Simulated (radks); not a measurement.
Values are calculated unless marked as measured or tabulated.
The dysprosium ion Dy49+, 17 electrons, occupied as [Ne] 3s2 3p5 (the NIST ground configuration). Level of theory: non-relativistic Kohn-Sham, LDA (Slater exchange, Perdew-Wang correlation), spin-unpolarised, spherical densities, point nucleus; relativity is left out, which matters for an element this heavy (a radial shooting solver on a logarithmic mesh with Libxc functionals).

Unscreened Slater integrals over Kohn-Sham orbitals (hartree). Empty in this configuration: 3d.

| integral | value |
|---|---|
| F0(3p,3p) | 4.1138 |
| F2(3p,3p) | 2.0717 |
| F0(3p,3s) | 3.9884 |
| G1(3p,3s) | 2.5361 |
| F0(3p,2p) | 5.4214 |
| F2(3p,2p) | 1.4087 |
| G0(3p,2p) | 0.55003 |
| G2(3p,2p) | 0.61357 |
| F0(3p,2s) | 5.2276 |
| G1(3p,2s) | 0.44997 |
| F0(3p,3d) | 4.3620 |
| F2(3p,3d) | 2.0816 |
| G1(3p,3d) | 2.1191 |
| G3(3p,3d) | 1.4472 |
| F0(3s,3s) | 3.8875 |
| F0(3s,2p) | 5.0940 |
| G1(3s,2p) | 0.53050 |
| F0(3s,2s) | 4.9611 |
| G0(3s,2s) | 0.41986 |
| F0(3s,3d) | 4.2114 |
| G2(3s,3d) | 1.4994 |
| F0(2p,2p) | 11.121 |
| F2(2p,2p) | 5.3338 |
| F0(2p,2s) | 10.025 |
| G1(2p,2s) | 5.5768 |
| F0(2p,3d) | 6.0143 |
| F2(2p,3d) | 1.9262 |
| G1(2p,3d) | 1.8490 |
| G3(2p,3d) | 1.0715 |
| F0(2s,2s) | 9.3485 |
| F0(2s,3d) | 5.9020 |
| G2(2s,3d) | 1.7921 |
| F0(3d,3d) | 4.7916 |
| F2(3d,3d) | 2.4968 |
| F4(3d,3d) | 1.6201 |

Derived for the open shells (J is the average intra-shell exchange parameter used in DFT+U). 3p: J = F2/5 = 0.4143 hartree.
